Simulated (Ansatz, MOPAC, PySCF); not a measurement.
System: GeHF₃ (charge 0, singlet). SMILES: [F][GeH]([F])[F]
Coordinates optimised at B3LYP-D3(BJ)/def2-TZVP (Ansatz, a quantum-chemistry and plane-wave program):
```xyz
5

F      1.5645    -0.4679     0.0623
Ge    -0.0710     0.0186     0.2590
F     -0.2362     1.5117    -0.5739
F     -1.0234    -1.1238    -0.6002
H     -0.4713     0.1236     1.7187
```
Charge 0, spin multiplicity 1.

Property: size of the dipole moment, in D. Set-up: LANL2DZ with its own core potentials from Na on; no spin-orbit coupling; no dispersion term unless named; 6-31G* and kin with 6d, 5d where marked; non-relativistic. First-principles rows: single points at B3LYP-D3(BJ) geometries (Ansatz). Semi-empirical rows: dipoles at the shared geometry.

```tsv
level	program	size of the dipole moment (D)
AM1	MOPAC	2.52
PM3	MOPAC	2.16
MNDO	MOPAC	2.50
SVWN5/6-31G*	Ansatz	2.30
PBE/STO-3G	Ansatz	0.79
PBE/3-21G	Ansatz	2.17
BLYP/6-31G*	Ansatz	2.19
BP86/def2-SVP	PySCF	2.26
BP86/6-31G* with LANL2DZ past Ar (5d)	PySCF	2.29
B3LYP/LANL2DZ	Ansatz	3.18
B3LYP/6-31G*	Ansatz	2.38
B3LYP/6-31G**	Ansatz	2.39
PBE0/6-31G* with LANL2DZ past Ar	Ansatz	2.50
```

No value to compare with is used here. The 13 habitual levels span 0.79 (PBE/STO-3G) to 3.18 D (B3LYP/LANL2DZ).

The levels are drawn from those run, B3LYP/6-31G* more often than the rest, none by its result; left out are runs that failed, that the program found above a lower state of the same kind, or whose <S^2> lies over 0.5 above the pure value.
